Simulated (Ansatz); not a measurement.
Consider the formal exchange of groups at a C–O bond: `O[CH2][GaH2]` + `[AlH3]` → `[AlH2][CH2][GaH2]` + H₂O.

Computed with Ansatz on PBE0-D4/def2-TZVP structures; ΔE is electronic, products minus reactants. CBS: MP2 limit from def2 TZ/QZ plus the TZ coupled-cluster correction, frozen cores. This one scheme is used for every species. DFT in def2-TZVPP. For Ga outer-core shells are correlated without core-valence functions, which leaves a few kJ/mol of doubt a bond. Scalar relativity is left out up to krypton. One conformer a species, not always the lowest.

`O[CH2][GaH2]`:

Z-matrix (Å, degrees):
```
C
Ga 1 1.994
O 1 1.431 2 100.1
H 1 1.096 2 112.8 3 -118.5
H 1 1.096 2 112.7 3 118.4
H 2 1.572 1 119.9 3 -88.1
H 2 1.572 1 119.9 3 88.1
H 3 0.960 1 109.4 2 179.7
```

`[AlH3]`:

Z-matrix (Å, degrees):
```
Al
H 1 1.586
H 1 1.586 2 120.0
H 1 1.586 2 120.0 3 -179.9
```

`[AlH2][CH2][GaH2]`:

Z-matrix (Å, degrees):
```
C
Ga 1 1.957
Al 1 1.939 2 116.4
H 1 1.095 2 107.2 3 -120.7
H 1 1.095 2 107.2 3 120.6
H 2 1.572 1 119.8 3 89.7
H 2 1.572 1 119.8 3 -89.2
H 3 1.589 1 120.0 2 89.2
H 3 1.589 1 120.1 2 -89.6
```

H₂O:

```xyz
3

O     0.382    0.034    0.064
H    -0.069    0.034   -0.782
H    -0.313   -0.067    0.718
```

| species | PBE-D4 energy (Eh) |
| --- | --- |
| `O[CH2][GaH2]` | -2040.76809 |
| `[AlH3]` | -244.05211 |
| `[AlH2][CH2][GaH2]` | -2208.49509 |
| H₂O | -76.38027 |

Work out ΔE.

ΔE = (-2208.49509) + (-76.38027) − (-2040.76809) − (-244.05211) = -0.05516 Eh = -34.6 kcal/mol. CCSD(T)/CBS gives -36.7 kcal/mol.

Largest T1 diagnostic among the species: 0.012.

At CCSD(T), def2-SVP lies +6.7 kcal/mol from the extrapolated value and def2-TZVPP +1.5 kcal/mol. Leaving LDA and LC-ωPBE aside and taking each functional with its dispersion term where it has one, the values, not all of them listed here, spread over 3.7 kcal/mol, from PBE-QIDH to ωB97X-V. LDA lies −1.2 kcal/mol from PBE without D4. In def2-TZVPP, CCSD(T) changes the Hartree–Fock value by −5.6 kcal/mol (the triples alone add −0.8 kcal/mol) and MP2 by −8.0 kcal/mol.
